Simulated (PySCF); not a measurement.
C₅H₇N, singlet, at a GFN2-xTB geometry. Base run: DF-R2SCAN/def2-SV(P) run with PySCF.

Here is a job for PySCF.
```python
from pyscf import gto, scf, dft

mol = gto.Mole()
mol.atom = '''
    C     1.282001    0.987926   -2.159126
    C     1.272855    0.376013   -1.125243
    C     1.297052   -0.335332    0.092819
    C     0.209469   -0.690543    0.774235
    C    -1.195180   -0.389736    0.358071
    N    -1.959093    0.062139    1.515662
    H     1.285698    1.520058   -3.063132
    H     2.285208   -0.591787    0.454233
    H     0.300671   -1.226905    1.707364
    H    -1.187940    0.326058   -0.480670
    H    -1.665270   -1.316427    0.005441
    H    -1.576370    0.935115    1.864507
    H    -2.925530    0.228945    1.258085
'''
mol.basis = 'def2-sv(p)'
mol.charge = 0
mol.spin = 0
mol.verbose = 4
mol.max_memory = 1800
mol.build()

mf = dft.RKS(mol)
mf.xc = 'r2scan'
mf = mf.density_fit(auxbasis='def2-universal-jkfit')
mf.kernel()
```

The job was repeated with other settings on one machine. Differences are taken from the largest basis of the def2 family in the series, which isn't the basis-set limit (def2-TZVPP: -5.762 eV). The cheapest run took very roughly 24 core-seconds.

```
setting     basis functions  cost, times the cheapest (rough)  difference in HOMO energy (eV)
----------  ---------------  --------------------------------  ------------------------------
def2-SV(P)               98                                 1                           0.295
def2-SVP                119                                 1                           0.283
def2-TZVP               228                                 3                           0.006
def2-TZVPP              284                                 5                       reference
```

Times come from a shared machine, hold the start-up and are rough.
